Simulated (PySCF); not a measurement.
SnCl₃I, SMILES [Cl][Sn]([Cl])([Cl])[I].

The structure is a stationary point at PBE0-D3(BJ)/def2-SVP. The structure was generated by enumeration; whether it is a known compound was not checked. The def2 effective core potentials stand for the cores of I, Sn; spin–orbit coupling is left out.

Calculation: PBE/def2-TZVP (PySCF).

The molecule is in vacuum.

```yaml
total_energy: -1892.26257 hartree
point_group: C3v
highest_occupied_level: -7.41 eV
lowest_empty_level: -4.36 eV
orbital_gap: 3.05 eV
dipole_moment: 1.49 D
quadrupole, principal values (traceless, Buckingham form, about the centre of nuclear charge): -1.98, -1.98, 3.96 D·Å
mean_static_polarisability: 111.3 bohr³ (16.49 Å³)
polarisability_principal_values: 101.8, 101.8, 130.1 bohr³
```
